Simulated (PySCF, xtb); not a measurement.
In(I) anion (IIn), SMILES [In][I] (connectivity only; charge and spin as stated), charge -1, multiplicity 2.

Harmonic wavenumbers (cm⁻¹) from GFN2-xTB (xtb 6.7.1) at its own minimum, in rising order: 129.

**Question.** What does B3LYP-D3(BJ)/def2-TZVPD (PySCF) give at its own minimum? (The exact figures need the calculation; the answer reports its results.)

**Answer.** 104. Paired by order, the mean absolute difference is 25 cm⁻¹ and the zero-point energies are 0.2 and 0.1 kcal/mol.
